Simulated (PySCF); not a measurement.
## Radial density of Sb²⁺ (antimony, charge +2)

UHF, [Kr] 4d10 5s2 5p1, 2P determinant. Calculation: PySCF 2.14, in aug-cc-pVTZ-PP with one added diffuse shell each of d, f type with ECP28MDF (6s5p5d3f, 67 functions); a scalar-relativistic core potential. This is the valence pseudo-density: the core potential removes the inner electrons and smooths the orbitals near the nucleus.

| r (bohr) | 4πr²ρ (e/bohr) | 4πr²(ρα − ρβ) |
| --- | --- | --- |
| 0.00430 | 2.618e-05 | 0.0000 |
| 0.00723 | 6.867e-05 | 0.0000 |
| 0.0122 | 0.0001611 | 0.0000 |
| 0.0204 | 0.0003145 | 0.0000 |
| 0.0344 | 0.0005343 | 0.0000 |
| 0.0578 | 0.0008755 | 0.0000 |
| 0.0973 | 0.003374 | 0.0000 |
| 0.164 | 0.03476 | 0.0000 |
| 0.275 | 0.5512 | 0.0012 |
| 0.463 | 8.231 | 0.0358 |
| 0.779 | 24.66 | 0.0450 |
| 1.31 | 8.878 | 0.0997 |
| 2.20 | 2.072 | 0.5319 |
| 3.71 | 0.2789 | 0.1505 |
| 6.23 | 0.002497 | 0.0020 |

Energies and moments cover only the electrons outside the core potential.
